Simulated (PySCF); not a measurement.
# Energy of In(2+) (indium, charge +2) between two integer charges

The 5s alpha orbital of [Kr] 4d10 5s1 is emptied in steps (occupation f), with all orbitals relaxed, ending at [Kr] 4d10. All numbers are calculated (PySCF 2.14, scalar relativity through the core potential, in def2-SVP with the def2 core potential (28 electrons) (4s4p2d, 26 functions)). The exact energy is a straight line in f; departures are measured from the line between the end points of the same method.

```tsv
f	UHF (eV)	LDA (eV)	PBE (eV)	PBE0 (eV)	r2SCAN (eV)	LC-wPBE (eV)	BHandHLYP (eV)	wB97X (eV)	BLYP (eV)	TPSS (eV)
1	0.000	0.000	0.000	0.000	0.000	0.000	0.000	0.000	0.000	0.000
0.9	0.012	-0.393	-0.395	-0.289	-0.346	-0.041	-0.202	-0.063	-0.406	-0.376
0.7	0.027	-0.916	-0.923	-0.676	-0.807	-0.095	-0.474	-0.137	-0.949	-0.881
0.5	0.032	-1.087	-1.102	-0.807	-0.955	-0.115	-0.567	-0.150	-1.132	-1.055
0.3	0.026	-0.908	-0.927	-0.678	-0.796	-0.100	-0.480	-0.115	-0.953	-0.893
0.1	0.011	-0.386	-0.397	-0.290	-0.339	-0.045	-0.208	-0.047	-0.410	-0.386
0	0.000	0.000	0.000	0.000	0.000	0.000	0.000	0.000	0.000	0.000
```

Task: For wB97X, how does the orbital energy at f = 1 compare with the removal energy?

Result: −ε = 27.032 eV against a total-energy difference of 27.745 eV. By Janak's theorem ε = ∂E/∂f, so the gap between them reflects the curvature. Along the path −ε is 27.206 (f = 0.9), 27.534 (f = 0.7), 27.814 (f = 0.5), 28.012 (f = 0.3), 28.166 (f = 0.1) eV.

```
   method  E(f=0) − E(f=1) (eV)  −ε at f=1 (eV)  −ε at f=0.5 (eV)
      UHF                26.605          26.736            26.603
      LDA                29.004          24.629            29.027
      PBE                28.597          24.217            28.583
     PBE0                28.228          25.014            28.222
   r2SCAN                28.318          24.479            28.362
  LC-wPBE                28.049          27.590            28.032
BHandHLYP                28.078          25.835            28.060
    wB97X                27.745          27.032            27.814
     BLYP                28.764          24.258            28.752
     TPSS                28.218          24.040            28.181
```

Reference removal energy between the ground levels: 28.044 eV (measured; NIST Atomic Spectra Database, ionization energies). UHF lacks correlation.
